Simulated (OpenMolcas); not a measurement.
N II: effect of the IPEA shift

* Program: OpenMolcas 26.06
* Basis: ANO-RCC-VTZP [4s3p2d1f]
* Scalar Hamiltonian: DKH2, point nucleus
* Active space: 4 electrons in 4 orbitals (2s 2p)
* State averaging: 2S+1 = 3 even, 6 roots; 2S+1 = 1 even, 6 roots; 2S+1 = 5 odd, 1 root; 2S+1 = 3 odd, 9 roots; 2S+1 = 1 odd, 8 roots
* Spin-orbit coupling: state interaction with AMFI integrals over the reference wave functions, term energies averaged over their components

Methods on the same reference wave functions:
A. CASSCF
B. MS-CASPT2, IPEA 0 Eh, imaginary shift 0.1 Eh (closed shells correlated: 1s)
C. MS-CASPT2, IPEA 0.25 Eh, imaginary shift 0.1 Eh (closed shells correlated: 1s)

Energies in cm-1 above 2s2 2p2 3P0, the measured ground level; measured values from NIST Handbook of Basic Atomic Spectroscopic Data.

```
       Level       A       B       C  Measured
 2s2 2p2 3P0     0.0     0.0     0.0       0.0
 2s2 2p2 3P1    44.1    44.3    44.3      48.7
 2s2 2p2 3P2     131     132     132       131
 2s2 2p2 1D2   17523   15880   15370     15316
 2s2 2p2 1S0   30700   32430   31910     32689
2s 2p3 5S* 2   35590   44510   43830     46785
2s 2p3 3D* 2   95680   89590   90140     92250
2s 2p3 3D* 1   95680   89590   90140     92251
2s 2p3 3D* 3   95680   89590   90150     92236
2s 2p3 3P* 0  113096  108370  108710    109223
2s 2p3 3P* 1  113096  108370  108710    109216
2s 2p3 3P* 2  113097  108370  108710    109217
2s 2p3 1D* 2  160602  145390  146530    144188
2s 2p3 3S* 1  167832  155320  157870    155127
2s 2p3 1P* 1  177629  163930  164820    166766
```

Deviations, from unrounded energies. A percentage is the sum of absolute deviations over the sum of measured energies, with the sign that they share, or ± where signs differ.

| Against measurement | Levels | A | B | C |
| --- | --- | --- | --- | --- |
| mean absolute deviation (cm-1) | 14 | 5500 | 1300 | 1300 |
| fine structure of the ground term (%) | 2 | ±2.6 | ±2.9 | ±2.9 |
| other terms of the ground configuration (%) | 2 | ±8.7 | ±1.7 | ±1.7 |
| other configurations (%) | 10 | ±6.5 | ±1.5 | ±1.6 |

B, C lie about equally close to measurement and A furthest from it. The largest miss of B in the table is 2s 2p3 1P* 1, by -2800 cm-1. The ranking rests on the paired levels alone, and a cruder setting can come out closer through cancelling errors.

Between B and C the level of the table that moves most is 2s 2p3 3S* 1, by 2600 cm-1 (lowest in B, highest in C). Moves below CASPT2's spread within the term are not significant.

The mean deviations of B to C differ by less than CASPT2's widest spread within a term (650 cm-1), so their order carries little weight.

From A to B the spin-free energies of the other terms of 2s2 2p2 shown, above 3P, scale by factors of 0.91 to 1.06.

The lowest spin-free term lies below A's lowest term by 0.081 hartree in B, 0.076 hartree in C.

Term energies are means over components that CASPT2 splits; among the terms shown or strongly mixed into the levels shown the widest spread is 650 cm-1 (2s 2p3 3D*, C). Over all roots computed the reference weight is 0.94 to 0.99 in B; the roots of lowest weight are the least certain, and an intruder state may touch them. Without dynamic correlation excited terms often stand tens of per cent too high (terms of higher spin than the ground term too low), and those without a measured partner can miss by more than the paired ones (holds for A). Measured partners are found by configuration, term and J. A level has none where our copy of the source lacks it or the pairing is in doubt (some pairs that miss far off the trend of their configuration count as doubtful), and it then counts in no deviation. Levels of configurations outside the active space are missing. Levels that lie high or do not pair safely by name in every column are left out.

* marks odd parity.
